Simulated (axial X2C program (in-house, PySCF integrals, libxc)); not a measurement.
# What spin–orbit coupling does to GaIn

Calculated with an in-house relativistic program for diatomic molecules. Spin-free means the one-electron spin-free X2C Hamiltonian; two-component (2c) means X2C with spin–orbit coupling and atomic mean-field two-electron Coulomb and Gaunt terms, so the difference of the two also holds small scalar two-electron terms. Basis: In dyall-cv3z [11s12p9d4f1g], Ga dyall-cv3z [9s9p7d4f1g] (cores contracted in-house); Gaussian nuclei, density fitting, unrestricted open shells. Masses: In 114.904 u, Ga 68.926 u.

Spin-free state: M_S = 1, Λ = 1 (beyond evenly filled blocks: σα, π+α); fragments In + Ga.

```json
{"level": "PBE0", "Re (Å)": "2.868", "ωe (cm⁻¹)": "138.1", "De (eV)": "1.313", "μ (D)": "-0.25"}
{"level": "TPSSh", "Re (Å)": "2.864", "ωe (cm⁻¹)": "136.2", "De (eV)": "1.292", "μ (D)": "-0.27"}
```

Dipoles are positive if Ga is the positive end.

Two-component determinant lowest at the distance of the search:

Ω = 1 (⟨Sz⟩ = 0.98, ⟨Lz⟩ = 0.02 at PBE0); fragments In + Ga.

```json
{"level": "PBE0", "Re (Å)": "2.612", "ωe (cm⁻¹)": "173.2", "μ (D)": "-0.48"}
{"level": "TPSSh", "Re (Å)": "2.598", "ωe (cm⁻¹)": "176.5", "μ (D)": "-0.54"}
```

(1) From the two tables, how do the constants change at the PBE0 level (2c against spin-free)?

De is counted from the lowest determinant-based energies of the atoms at the same level, without counterpoise correction. De is not given where an atomic determinant may have missed its ground term or J level, or where the truncated virtual space spoils (T). Density functionals use the spin component along the axis (collinear). The functionals have no current-density term, which raises determinants with orbital currents, atoms included. The state is one determinant with fixed occupations, lowest in a PBE0 search at one distance only: followed along the bond, the 2c determinant Ω = 2 reaches 0.06 eV lower at PBE0, at Re = 2.872 Å, so the state shown is not the lowest. With several unpaired electrons one determinant need not be a pure state. Open-shell Ω = 0 determinants with evenly filled partner blocks cannot be reached by this program, so the Ω shown need not be the lowest component. Some points did not converge and are left out.

Answers

(1) At the PBE0 level Re goes down by 0.256 Å and ωe goes up by 35.1 cm⁻¹. The two determinants differ in configuration, so these shifts compare two states and are not the spin–orbit effect on one state.
